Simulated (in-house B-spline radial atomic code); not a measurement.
Al⁺. Computed with a B-spline radial atomic code. Model: all-electron spherical atom, spin shells full or empty, radial basis limit, no spin-orbit coupling, Breit or QED, empty-state partial waves extrapolated as (l+1/2)^-4, RPA, G0W0 and static COHSEX of the highest shell as one setting changes (uncorrelated shells keep exact exchange).

Empty levels are discrete states of a finite basis, so the steps are uneven.

Given: element Al; charge 1; filled core Ne; hamiltonian non-relativistic; mean-field start PBE0; highest l of empty states 9; lowest nl shells left uncorrelated 2; highest mean-field shell 3s; box radius 23.78 bohr.

Shell: 3s 1 1 (electrons up and down).

```tsv
highest empty level kept (hartree)	RPA correlation energy (hartree)	G0W0 level (eV)	G0W0 minus most complete (meV)	COHSEX level (eV)	linearised minus solved G0W0 (meV)
1.33	-0.088477	-18.694	315.9	-20.14	6.4
2.67	-0.12119	-18.814	196.3	-20.357	6.5
4.67	-0.163	-18.888	122.1	-20.502	6.5
8	-0.22376	-18.933	77	-20.595	6.5
13.33	?	?	?	?	?
24	-0.34072	-18.976	34.2	-20.716	6.5
40	-0.37336	-18.991	19.4	-20.766	6.5
80	-0.39934	-19.004	6.3	-20.806	6.5
160	-0.41084	-19.008	2	-20.819	6.5
333.33	?	?	?	?	?
800	-0.41552	-19.01	0	-20.825	6.5
2666.7	-0.41565	-19.01	0	-20.825	6.5
```

Q: What follows for highest empty level kept = 13.33?

A: RPA correlation energy -0.27924 hartree; G0W0 level -18.957 eV; G0W0 minus most complete 53.4 meV; COHSEX level -20.655 eV; linearised minus solved G0W0 6.5 meV.

Q: What follows for highest empty level kept = 333.33?

A: RPA correlation energy -0.41435 hartree; G0W0 level -19.01 eV; G0W0 minus most complete 0.5 meV; COHSEX level -20.823 eV; linearised minus solved G0W0 6.5 meV.
